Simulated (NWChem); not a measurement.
Molecule: SiH₃I; SMILES [SiH3]I

```xyz
5

Si     0.0000     0.0000     1.7999
I      0.0000     0.0000    -0.6491
H      1.0827     0.9065     2.2738
H      0.2437    -1.3908     2.2738
H     -1.3263     0.4844     2.2738
```
Atoms are numbered in this order, from 1.

The geometry was optimised at PBE0/def2-SVP. def2 effective core potentials on I; no spin-orbit coupling.

### Question
List the 6 lowest vertical singlet excitations from PBE/def2-SVP with def2 effective core potentials on I, full TDDFT (NWChem).

### Answer
| state | energy (eV) | oscillator strength | leading excitation (squared amplitude) |
|---|---|---|---|
| S1 | 5.18 | 0.004 | HOMO → LUMO (1.00) |
| S2 | 5.18 | 0.004 | HOMO−1 → LUMO (1.00) |
| S3 | 6.78 | 0.000 | HOMO−1 → LUMO+1 (0.49) |
| S4 | 6.85 | 0.001 | HOMO → LUMO+1 (0.30) |
| S5 | 6.85 | 0.001 | HOMO → LUMO+2 (0.30) |
| S6 | 7.00 | 0.005 | HOMO−1 → LUMO+2 (0.38) |
